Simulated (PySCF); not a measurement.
**Computed properties of AlH2, SMILES [AlH2+], charge +1**

AlH2, SMILES [AlH2+], charge +1. Coordinates come from a ωB97X-D3(BJ)/def2-TZVPD optimisation. The multiplicity is an assumed one; other spin states were not compared. The isomer is the one that the SMILES or the coordinates give; other isomers of the formula were not compared. Other conformers were not sampled. All values are computed for the isolated molecule unless a solvent is named; none is compared with measurement here.

**Structure.** The optimised structure has D∞h symmetry. All 4 harmonic modes at ωB97X-D3(BJ)/def2-TZVPD (PySCF) are real, so it is a minimum.

**Vibrations.** The strongest infrared lines (harmonic, unscaled, degenerate partners summed) lie at 572 cm⁻¹ (329 km/mol, H 93 %), 2141 cm⁻¹ (1 km/mol, H 93 %). The softest mode is at 572 cm⁻¹ and the zero-point energy is 7.6 kcal/mol.

**Electronic structure.** ωB97X/def2-TZVPD (PySCF) places the frontier levels at -18.64 and -6.08 eV, a gap of 12.56 eV and a mean polarisability of 20.3 bohr³.

**Excitations.** TDDFT-M06-2X/def2-TZVPD (PySCF) has S1 at 6.15 eV (202 nm, f = 0.000, dark); the most intense of the 10 singlets computed lies at 8.88 eV (f = 0.80). Strengths of degenerate partners are summed. T1 (TDA) is at 5.62 eV. No vertical singlet excitation falls in the visible range (under 3.1 eV).

**NMR.** GIAO shifts at B3LYP/pcSseg-2 (PySCF) (non-relativistic, atoms alike by connectivity averaged): ¹H at 6.5 ppm against TMS.
